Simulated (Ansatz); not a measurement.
The cluster B₃W₃. Total charge 0; doublet. Geometry PBE-D4/def2-SVP; atoms count from 1.

```xyz
6

W    -0.6853    0.1037    1.6804
W     0.4684   -1.0983   -0.9158
W    -0.8140    0.8804   -0.6347
B     1.0441    0.3468    0.5971
B     1.2398    0.9314   -0.9624
B    -1.2531   -1.1640    0.2354
```

In the def2 sets W takes a core potential; there is no spin–orbit coupling. The charge 0 doublet is spin-contaminated (final ⟨S²⟩ up to 0.88, 0.75 for a pure state). Another isomer (doublet) lies 1.38 eV lower at PBE0-D4/def2-TZVP; other spin states weren't run for this one.

Q: Estimate the Mulliken populations from the PBE0/def2-TZVP orbitals of Ansatz.

A: 
```json
{"atom": "W1", "charge (e)": "0.10", "spin (α − β)": "0.34", "d electrons": "4.72"}
{"atom": "W2", "charge (e)": "0.19", "spin (α − β)": "0.73", "d electrons": "4.53"}
{"atom": "W3", "charge (e)": "0.21", "spin (α − β)": "-0.37", "d electrons": "4.38"}
{"atom": "B4", "charge (e)": "-0.09", "spin (α − β)": "-0.06", "d electrons": "–"}
{"atom": "B5", "charge (e)": "-0.27", "spin (α − β)": "0.35", "d electrons": "–"}
{"atom": "B6", "charge (e)": "-0.15", "spin (α − β)": "0.00", "d electrons": "–"}
```
Mulliken values depend strongly on the basis.

Q: Where does the spin sit?

A: Summed by element: W 0.70, B 0.30, of 1 unpaired in all. Largest on single atoms: W2 0.73, W3 -0.37, B5 0.35.

Q: And the Mayer bond orders between heavy atoms (over 0.3)?

A: W1–W2 0.66 (3.08 Å); W1–W3 1.98 (2.45 Å); W1–B4 1.27 (2.06 Å); W1–B6 1.53 (2.00 Å); W2–W3 2.05 (2.37 Å); W2–B4 0.86 (2.17 Å); W2–B5 1.05 (2.17 Å); W2–B6 1.20 (2.07 Å); W3–B4 0.40 (2.29 Å); W3–B5 1.36 (2.08 Å); W3–B6 0.63 (2.26 Å); B4–B5 0.87 (1.68 Å).
